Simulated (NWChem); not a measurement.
System meant: LiCl anion, doublet; SMILES of the neutral closed-shell parent [Li][Cl]

Here is an NWChem input.

```
start job
memory heap 200 mb stack 900 mb global 1100 mb
charge -1
geometry units angstroms noautoz
  Li     0.000000     0.000000    -1.916279
  Cl     0.000000     0.000000     0.239265
end
basis spherical
  Li library def2-svp
  Cl library def2-svp
end
dft
  odft
  mult 2
  xc xpbe96 cpbe96
  iterations 4
  mulliken
end
task dft energy
```

End of the output:

```
     --------------------------
     Expectation value of S2:
     --------------------------
      <S2> =      0.7504 (Exact =     0.7500)

 center of mass
 --------------
 x =   0.00000000 y =   0.00000000 z =  -0.06968710

 moments of inertia (a.u.)
 ------------------
          96.959369060434           0.000000000000           0.000000000000
           0.000000000000          96.959369060434           0.000000000000
           0.000000000000           0.000000000000           0.000000000000

     Multipole analysis of the density
     ---------------------------------

     L   x y z        total         alpha         beta         nuclear
     -   - - -        -----         -----         ----         -------
     0   0 0 0     -1.000000    -11.000000    -10.000000     20.000000

     1   1 0 0     -0.000000     -0.000000     -0.000000      0.000000
     1   0 1 0     -0.000000     -0.000000      0.000000      0.000000
     1   0 0 1      1.906456      3.422268     -1.515811      0.000000

     2   2 0 0    -21.769770    -15.917828     -5.851942      0.000000
     2   1 1 0     -0.000000     -0.000000     -0.000000      0.000000
     2   1 0 1     -0.000000     -0.000000     -0.000000      0.000000
     2   0 2 0    -21.769770    -15.917828     -5.851942      0.000000
     2   0 1 1     -0.000000     -0.000000      0.000000      0.000000
     2   0 0 2    -33.647357    -54.379177    -21.579019     42.310839

 ------------------------------------------------------------------------
 dft energy failed                                                                                  0
 ------------------------------------------------------------------------
 ------------------------------------------------------------------------
  current input line :
    19: task dft energy
 ------------------------------------------------------------------------
 ------------------------------------------------------------------------
 This type of error is most commonly associated with calculations not reaching convergence criteria
 ------------------------------------------------------------------------
 For more information see the NWChem manual at https://nwchemgit.github.io

0:dft energy failed:Received an Error in Communication
```

### Question
Find the fault in this run and fix the input.

### Answer
Convergence was not reached. Cause: the SCF was allowed too few iterations. This input runs:
```
start job
memory heap 200 mb stack 900 mb global 1100 mb
charge -1
geometry units angstroms noautoz
  Li     0.000000     0.000000    -1.916279
  Cl     0.000000     0.000000     0.239265
end
basis spherical
  Li library def2-svp
  Cl library def2-svp
end
dft
  odft
  mult 2
  xc xpbe96 cpbe96
  iterations 150
  mulliken
end
task dft energy
```
It converges to -467.43654 Ha (PBE/def2-SVP, spin-unrestricted).
